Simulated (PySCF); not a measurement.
# Correlation energy of K (potassium, neutral)

[Ar] 3d1, 2D determinant (an excited configuration). Computed with PySCF 2.14 in x2c-QZVPPall, with the spin-free X2C one-electron Hamiltonian (Gaussian nucleus). Frozen: [Ne]; 9 electrons correlated.

```
  level  correlation energy (mhartree)
   CCSD                        -213.41
    (T)                          -6.14
CCSD(T)                        -219.55
```

Diagnostics: T1 = 0.014, D1 = 0.0588, largest double amplitude 0.030.

**Question.** Is a single reference adequate?

**Answer.** Yes: T1 lies below 0.03 and no double amplitude reaches 0.07.

This basis was not built for core-valence correlation, so the inner-shell part is incomplete.
